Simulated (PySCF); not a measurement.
Compound: SiHMe2(OSiMe3), C5H16OSi2.
SMILES: `[H][Si](C)(C)O[Si](C)(C)C`

The closed-shell ground state was solved at several levels (PySCF, density fitting, gas phase, non-relativistic). The structure is a single PBE0-D3(BJ)/def2-SVP conformer in the gas phase; no vibrational or solvent corrections.

| level | basis functions | total energy (Eh) | HOMO (eV) | LUMO (eV) | gap (eV) | dipole (D) |
| --- | --- | --- | --- | --- | --- | --- |
| B3LYP/pcSseg-1 | 230 | -854.5321 | -7.62 | 0.72 | 8.34 | 0.34 |
| PBE0/pcSseg-1 | 230 | -853.8968 | -7.84 | 1.02 | 8.86 | 0.34 |

(1) Estimate the row for B3LYP/def2-SVPD, a basis of 299 functions; the other rows only guide the guess.

(2) Over all these levels, which gives the widest orbital gap and which the narrowest?

(3) How far do the dipole and the HOMO energy spread over the levels?

Results:

(1) Total energy -854.2058 Eh, HOMO -7.61 eV, LUMO 0.19 eV, gap 7.80 eV, dipole 0.30 D.

(2) PBE0/pcSseg-1 (global hybrid, 25 % exact exchange) has the widest, 8.86 eV, and B3LYP/def2-SVPD (global hybrid, 20 % exact exchange) the narrowest, 7.80 eV. Functional and basis both differ between the two, so the spread mixes both effects.

(3) The dipole runs from 0.30 to 0.34 D (mean 0.33 D) and the HOMO from -7.84 to -7.61 eV.
